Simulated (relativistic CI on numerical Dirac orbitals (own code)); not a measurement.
# Crystal-field levels of Pd³⁺, 4d7

Calculated by Dirac-Coulomb-Breit CI, orbitals from a KLI potential per configuration, model QED (radiative potential, 1s self-energy scaled to tabulated hydrogen-like ionisation energies), valence Slater integrals scaled by 0.7, one configuration in a parametric crystal field (own radial code).

Field parameters in Wybourne normalisation: Oh B⁴₀ = 21Dq, B⁴₄ = √(5/14) B⁴₀. The field is a parameter set, without covalency.

S is read from ⟨S²⟩ = S(S + 1).

Site symmetry Oh; labels are those of the double group. Computed levels in cm⁻¹ above the lowest, in rising order:

| Δ (size of 10Dq) | Lowest | No. 2 | No. 3 | No. 4 | No. 5 | No. 6 | No. 7 | No. 8 |
| --- | --- | --- | --- | --- | --- | --- | --- | --- |
| 6000 | Γ6 | 751 Γ8 | 2049 Γ8 | 3246 Γ7 | 6790 Γ8 | 7114 Γ6 | 7621 Γ8 | 8052 Γ7 |
| 10750 | Γ6 | 646 Γ8 | 1663 Γ8 | 3105 Γ7 | 5840 Γ8 | 10280 Γ8 | 11146 Γ6 | 11441 Γ8 |
| 15550 | Γ8 | 1413 Γ6 | 2501 Γ8 | 4388 Γ7 | 5169 Γ8 | 13449 Γ8 | 15160 Γ8 | 15360 Γ6 |
| 20350 | Γ8 | 5559 Γ6 | 6550 Γ8 | 8431 Γ7 | 8738 Γ8 | 17958 Γ8 | 19470 Γ8 | 19683 Γ6 |
| 25100 | Γ8 | 10091 Γ6 | 11042 Γ8 | 12883 Γ7 | 13047 Γ8 | 22554 Γ8 | 24001 Γ8 | 24144 Γ6 |
| 29900 | Γ8 | 14785 Γ6 | 15709 Γ8 | 17512 Γ7 | 17615 Γ8 | 27249 Γ8 | 28663 Γ8 | 28757 Γ6 |
| 34700 | Γ8 | 19523 Γ6 | 20427 Γ8 | 22198 Γ7 | 22269 Γ8 | 31970 Γ8 | 33365 Γ8 | 33423 Γ6 |
| 39500 | Γ8 | 24283 Γ6 | 25171 Γ8 | 26914 Γ7 | 26967 Γ8 | 36708 Γ8 | 38090 Γ8 | 38122 Γ6 |
| 44250 | Γ8 | 29006 Γ6 | 29881 Γ8 | 31601 Γ7 | 31642 Γ8 | 41408 Γ8 | 42781 Γ8 | 42793 Γ6 |

Ground-state S against |10Dq| in cm⁻¹: 6000: 1.48, 10750: 1.49, 15550: 0.82, 20350: 0.60, 25100: 0.54, 29900: 0.52, 34700: 0.52, 39500: 0.51, 44250: 0.51.

The spin changes between |10Dq| = 10750 and 15550 cm⁻¹.
